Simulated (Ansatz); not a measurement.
Reactions of `[F][Sn]([F])([F])[F]`.

Isolated molecules relaxed with PBE0-D4/def2-TZVP in Ansatz; ΔE leaves out vibrations. CCSD(T)/CBS is the MP2 limit (def2-TZVPP, def2-QZVPP) plus CCSD(T) − MP2 in def2-TZVPP, frozen cores. This one scheme is used for every species, atoms too. No spin–orbit coupling; open shells (•) take unrestricted orbitals. Spin–orbit coupling would lower the free atoms: a little for F; strongly for Sn. Elements past krypton have def2 core potentials. For I, Se, Sn outer-core shells are correlated without core-valence functions, so the limit isn't a true one: a few kJ/mol of doubt a bond, and 10 to 20 or more in all where bonds break to atoms. Scalar relativity is left out up to krypton. Each species was taken in one conformer, which may not be the lowest.

Task: Order these by ΔE at CCSD(T)/CBS, lowest first. (An estimate is asked.)
A. `[F][Sn]([F])([F])[F]` + `N[SiH2]I` → `[F][Sn]([F])([F])[I]` + `N[SiH2]F`
B. `[F][Sn]([F])([F])[F]` + HCl → `[F][Sn]([F])([F])[Cl]` + H–F
C. `[F][Sn]([F])([F])[F]` → 4 F• + Sn•
D. `[F][Sn]([F])([F])[F]` + NH₃ → `[NH2][Sn]([F])([F])[F]` + H–F
E. `[F][Sn]([F])([F])[F]` + HI → `[F][Sn]([F])([F])[I]` + H–F
F. `[F][Sn]([F])([F])[F]` + H₂Se → `[F][Sn]([F])([F])[SeH]` + H–F

Result: A (-135.3 kJ/mol), E (-80.8 kJ/mol), F (-57.9 kJ/mol), B (-45.5 kJ/mol), D (+18.4 kJ/mol), C (+1754.8 kJ/mol).

Largest T1 diagnostic: 0.015, for `[F][Sn]([F])([F])[F]`.
